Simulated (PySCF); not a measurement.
## Ionisation energy of Ba⁺ by level of theory

Ba⁺ [Xe] 6s1 (2S) → Ba²⁺ [Xe] (1S), as a difference of total energies. Calculation: PySCF 2.14, in aug-cc-pVDZ-X2C (8s7p5d, 54 functions); the spin-free X2C one-electron Hamiltonian (Gaussian nucleus). The calculations carry no spin-orbit coupling.

```json
{"method": "UHF", "ionisation energy (eV)": "9.364", "error (eV)": "-0.640"}
{"method": "LDA", "ionisation energy (eV)": "10.245", "error (eV)": "+0.241"}
{"method": "PBE", "ionisation energy (eV)": "10.076", "error (eV)": "+0.072"}
{"method": "PBE0", "ionisation energy (eV)": "9.961", "error (eV)": "-0.043"}
{"method": "r2SCAN", "ionisation energy (eV)": "9.768", "error (eV)": "-0.236"}
{"method": "B3LYP", "ionisation energy (eV)": "10.144", "error (eV)": "+0.140"}
{"method": "BHandHLYP", "ionisation energy (eV)": "9.918", "error (eV)": "-0.086"}
{"method": "TPSS", "ionisation energy (eV)": "9.800", "error (eV)": "-0.204"}
{"method": "M06-2X", "ionisation energy (eV)": "9.908", "error (eV)": "-0.096"}
```

Reference: 10.004 eV (measured; NIST Atomic Spectra Database, ionization energies).
